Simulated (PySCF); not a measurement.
Vertical excitations of a molecule CH7FSi2 from TDA-PBE/def2-SVPD run with PySCF, as energy in eV (oscillator strength): 6.96 (0.054), 7.22 (0.007), 7.26 (0.032), 7.42 (0.008), 7.50 (0.005), 7.59 (0.000), 7.77 (0.007), 7.92 (0.007), 8.05 (0.043), 8.08 (0.044). Lowest triplet (TDA): 6.59 eV. Geometry optimised at PBE-D3(BJ)/def2-SVP. Other conformers were not sampled.

Question: Which structure fits?
A) C[SiH2][SiH2]F
B) C[Si@@H](F)[SiH3]
C) F[SiH2]C[SiH3]
D) FC([SiH3])[SiH3]

Answer: C, F[SiH2]C[SiH3]
